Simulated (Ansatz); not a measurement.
Start from `F[CH2][SnH2][F]` and change one atom or group to get `F[CH2][SnH2][SiH3]`.

Ansatz, PBE0-D4/def2-TZVP geometries, multiplicity 1. Each molecule was computed in one conformer, which needn't be the lowest.

Elements past krypton have def2 core potentials.

| property | `F[CH2][SnH2][F]` |
| --- | --- |
| HOMO energy (PBE0/def2-TZVPP) / eV | -8.43 |
| HOMO energy (PBE/def2-TZVPP) / eV | -7.02 |
| LUMO energy (B3LYP/def2-TZVPP) / eV | -1.13 |
| size of the dipole moment (PBE/def2-TZVPP) / D | 1.24 |
| size of the dipole moment (B3LYP/def2-TZVPP) / D | 1.24 |
| HOMO–LUMO gap (PBE0/def2-TZVPP) / eV | 7.57 |

(1) Give the same properties after the change, and the shifts. (Estimate.)

Results:

(1) The calculation gave: 
```
                                        property  `F[CH2][SnH2][SiH3]`  shift
              HOMO energy (PBE0/def2-TZVPP) / eV                 -7.77   0.66
               HOMO energy (PBE/def2-TZVPP) / eV                 -6.56   0.46
             LUMO energy (B3LYP/def2-TZVPP) / eV                 -0.40   0.73
  size of the dipole moment (PBE/def2-TZVPP) / D                  1.17  -0.07
size of the dipole moment (B3LYP/def2-TZVPP) / D                  1.29   0.05
            HOMO–LUMO gap (PBE0/def2-TZVPP) / eV                  7.57   0.00
```

Dipoles are sizes alone; their direction can turn.

B3LYP here is the variant with VWN-RPA as its local correlation; programs differ in this.
